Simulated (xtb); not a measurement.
F$_{6}$Ru, triplet, geometry from GFN2-xTB (such geometries of metal compounds can be far from the true shape), atoms displaced at random by about 0.02 Å a coordinate; GFN2-xTB run with xtb.

xtb was given this input:
```
$ xtb mol.xyz --gfn 2 --uhf 2 --opt sloppy --json

# file mol.xyz
7

Ru    -0.00432142     0.01285200    -0.00355372
F      1.07557729    -0.48184655    -1.41087035
F     -1.15920364     0.42627454     1.40365283
F     -1.13658406     0.82987586    -1.18199956
F     -0.91352849    -1.58281086    -0.24209421
F      0.87615675     1.56837392     0.19539977
F      1.16305452    -0.82987678     1.20147689
```

Question: Predict the main parts of the log of this xtb run.

Answer: 
```
   ID    Z sym.   atoms
    1   44 Ru     1
    2    9 F      2-7

           -------------------------------------------------
          |                Calculation Setup                |
           -------------------------------------------------

           -------------------------------------------------
          |                 G F N 2 - x T B                 |
           -------------------------------------------------

          ...................................................
          :                      SETUP                      :
          :.................................................:
          :  # basis functions                  34          :
          :  # atomic orbitals                  33          :
          :  # shells                           15          :
          :  # electrons                        50          :
          :  max. iterations                   250          :
          :  Hamiltonian                  GFN2-xTB          :
          :  restarted?                      false          :
          :  GBSA solvation                  false          :
          :  PC potential                    false          :
          :  electronic temp.          300.0000000     K    :
          :  accuracy                    1.0000000          :
          :  -> integral cutoff          0.2500000E+02      :
          :  -> integral neglect         0.1000000E-07      :
          :  -> SCF convergence          0.1000000E-05 Eh   :
          :  -> wf. convergence          0.1000000E-03 e    :
          :  Broyden damping             0.4000000          :
          :  net charge                          0          :
          :  unpaired electrons                  2          :
          ...................................................

 iter      E             dE          RMSdq      gap      omega  full diag
   1    -31.4114607 -0.314115E+02  0.606E+00    0.00       0.0  T
   2    -31.0879952  0.323465E+00  0.942E+00    0.00       1.0  T
   3    -31.5736281 -0.485633E+00  0.277E+00    0.01       1.0  T
   4    -31.5140173  0.596108E-01  0.501E+00    0.00       1.0  T
   5    -31.5663500 -0.523326E-01  0.197E+00    0.00       1.0  T
   6    -31.5769600 -0.106100E-01  0.811E-01    0.00       1.0  T
   7    -31.5806718 -0.371187E-02  0.210E-01    0.00       1.0  T
   8    -31.5808721 -0.200238E-03  0.114E-01    0.00       1.0  T
   9    -31.5808684  0.369020E-05  0.965E-02    0.00       1.0  T
[...]
         :: total energy             -31.568949363665 Eh    ::
 * total energy  :   -31.5689494 Eh     change       -0.2375202E-09 Eh
 * total energy  :   -31.5697100 Eh     change       -0.7605862E-03 Eh
 * total energy  :   -31.5700674 Eh     change       -0.3574318E-03 Eh
 * total energy  :   -31.5700885 Eh     change       -0.2109151E-04 Eh
   *** GEOMETRY OPTIMIZATION CONVERGED AFTER 4 ITERATIONS ***
         :: total energy             -31.570088473599 Eh    ::
[...]

     #   Z          covCN         q      C6AA      α(0)
     1  44 Ru       4.406     0.692   280.183    35.457
     2   9 F        0.734    -0.118    10.426     3.813
     3   9 F        0.734    -0.118    10.425     3.813
     4   9 F        0.734    -0.117    10.418     3.812
     5   9 F        0.735    -0.112    10.368     3.803
     6   9 F        0.735    -0.112    10.368     3.803
     7   9 F        0.734    -0.117    10.417     3.812

 Mol. C6AA /au·bohr⁶  :       1235.719237
 Mol. C8AA /au·bohr⁸  :      59054.847839
 Mol. α(0) /au        :         58.312180

Wiberg/Mayer (AO) data.
largest (>0.10) Wiberg bond orders for each atom

 ---------------------------------------------------------------------------
     #   Z sym  total        # sym  WBO       # sym  WBO       # sym  WBO
 ---------------------------------------------------------------------------
     1  44 Ru   6.282 --     6 F    1.050     5 F    1.050     7 F    1.046
                             4 F    1.046     3 F    1.045     2 F    1.045
     2   9 F    1.379 --     1 Ru   1.045     3 F    0.129
     3   9 F    1.380 --     1 Ru   1.045     2 F    0.129
     4   9 F    1.380 --     1 Ru   1.046     7 F    0.128
     5   9 F    1.385 --     1 Ru   1.050     6 F    0.126
     6   9 F    1.386 --     1 Ru   1.050     5 F    0.126
     7   9 F    1.381 --     1 Ru   1.046     4 F    0.128
 ---------------------------------------------------------------------------

Topologies differ in total number of bonds
Writing topology from bond orders to xtbtopo.mol

molecular dipole:
                 x           y           z       tot (Debye)
 q only:       -0.001      -0.000      -0.001
   full:       -0.002      -0.001      -0.002       0.007
molecular quadrupole (traceless):
                xx          xy          yy          xz          yz          zz
 q only:       -0.025       0.105       0.107       0.033       0.017      -0.083
  q+dip:       -0.031       0.131       0.134       0.041       0.021      -0.103
   full:       -0.036       0.158       0.161       0.049       0.025      -0.125

optimized geometry written to: xtbopt.xyz

           -------------------------------------------------
          | TOTAL ENERGY              -31.570088473599 Eh   |
          | GRADIENT NORM               0.001715070798 Eh/α |
          | HOMO-LUMO GAP               0.001492809694 eV   |
           -------------------------------------------------

normal termination of xtb
```
